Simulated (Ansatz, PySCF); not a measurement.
Breaking the B1–H2 bond in C2H5B (SMILES BC=C) (multiplicity 1 held, fragments rigid). Energies count from the point at 1.194 Å.
Geometry at that point (charge 0, multiplicity 1):
```xyz
8

B     -0.192     0.135     1.342
H     -0.504     1.285     1.411
H     -0.137    -0.515     2.340
C      0.127    -0.467    -0.033
C      0.061     0.277    -1.148
H      0.415    -1.510    -0.141
H      0.281    -0.119    -2.135
H     -0.221     1.323    -1.101
```

Unrestricted levels (U-) break spin symmetry where that is lower. Active spaces are followed from a long bond inwards. Levels need not reach the same state.

Frozen-core correlation. Rows in 3-21G, 6-31G* carry no dispersion term and start afresh at each structure (6-31G* with six Cartesian d functions). MP2/6-31G* freezes PySCF's default core.

Codes used: Ansatz (Gaussian orbitals); PySCF for 3-21G rows, 6-31G* rows. Each number belongs to the level named beside it.

Other levels give for the energy at R = 3.821 Å: U-PBE/cc-pVTZ 442.9; U-B3LYP/cc-pVTZ 457.3; U-wB97X-V/cc-pVTZ 465.8; FIC-MRCISD+Q on CASSCF(2,2)/cc-pVTZ 455.2 kJ/mol.

Question: What do these common cheap choices give for the same quantity: R-HF/3-21G, R-HF/6-31G*, U-B3LYP/6-31G*, R-MP2/6-31G*?

Answer: R-HF/3-21G 757.0; R-HF/6-31G* 748.2; U-B3LYP/6-31G* 463.7; R-MP2/6-31G* 595.9 kJ/mol. They span 463.7 to 757.0 kJ/mol.

Doubts at one or more of the structures used: a restricted determinant that unrestricted orbitals would lower (R-HF/3-21G, R-HF/6-31G*, R-MP2/6-31G*); a spin-contaminated determinant (U-B3LYP/6-31G*, U-PBE/cc-pVTZ, U-B3LYP/cc-pVTZ, U-wB97X-V/cc-pVTZ).

Ansatz is a first-principles code.
